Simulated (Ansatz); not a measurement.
Born–Oppenheimer molecular dynamics of H10OSi3 (14 atoms, charge 0, multiplicity 1). It starts at the highest image of a converged band. Of that band: Neighbouring images differ by up to 1.7 eV, so the band resolves the path poorly. A vibrational analysis at the climbing image gives one clearly imaginary mode, 414i cm⁻¹: a first-order saddle point.

These are results of Ansatz 0.2.0, UKS BLYP/def2-SVP, not measurements.

| Property | Result |
| --- | --- |
| ensemble | NVE (velocity Verlet) |
| time step | 0.5 fs |
| steps asked | 200 |
| starting velocities drawn for | 100 K |
| seed | 5418 |

First frame:

```xyz
14
Properties=species:S:1:pos:R:3
Si 0.017 -1.062 0.279
Si -0.091 1.770 0.999
H -0.907 -1.065 1.463
H 0.517 -2.497 0.247
Si -0.925 -0.744 -1.866
H 1.574 0.444 0.768
O 1.884 -0.534 0.478
H 0.516 3.034 0.423
H -0.138 1.984 2.498
H -1.536 1.792 0.561
H -1.611 0.577 -2.021
H -1.901 -1.856 -2.143
H 0.196 -0.844 -2.862
H 2.406 -0.999 1.177
```

How far do the bonds stretch over the last three quarters of this one trajectory? (Pairs bonded in most of those frames.)


| bond | mean (Å) | spread (Å) | shortest | longest |
| --- | --- | --- | --- | --- |
| Si1–H3 | 1.502 | 0.005 | 1.49 | 1.51 |
| Si1–H4 | 1.513 | 0.015 | 1.49 | 1.53 |
| Si1–Si5 | 2.380 | 0.028 | 2.33 | 2.43 |
| Si1–O7 | 1.697 | 0.035 | 1.64 | 1.76 |
| Si2–H6 | 1.570 | 0.170 | 1.29 | 1.81 |
| Si2–H8 | 1.510 | 0.009 | 1.49 | 1.52 |
| Si2–H9 | 1.503 | 0.012 | 1.48 | 1.53 |
| Si2–H10 | 1.500 | 0.021 | 1.46 | 1.54 |
| Si5–H11 | 1.502 | 0.011 | 1.48 | 1.52 |
| Si5–H12 | 1.507 | 0.005 | 1.50 | 1.52 |
| Si5–H13 | 1.506 | 0.007 | 1.49 | 1.52 |
| O7–H14 | 0.976 | 0.008 | 0.96 | 0.99 |

Mean temperature of the second half: 1232 K. The conserved energy stayed within 0.44 meV per atom of its start (net change -0.26 meV per atom), so the integration is sound. The kinetic energy rose, since the run started high on the potential surface and went downhill. It ends in pieces (H4Si + H6OSi2), so much of that is their flight and rotation, not heat. A run of 0.1 ps of so small a system gives no equilibrium averages. The orbitals stay closed-shell, which can raise the energy where a bond breaks towards radicals; this wasn't checked here.

Time of the run: 11 min on 4 threads of Arm Neoverse N1, with other jobs on the host, peak memory 0.21 GiB.
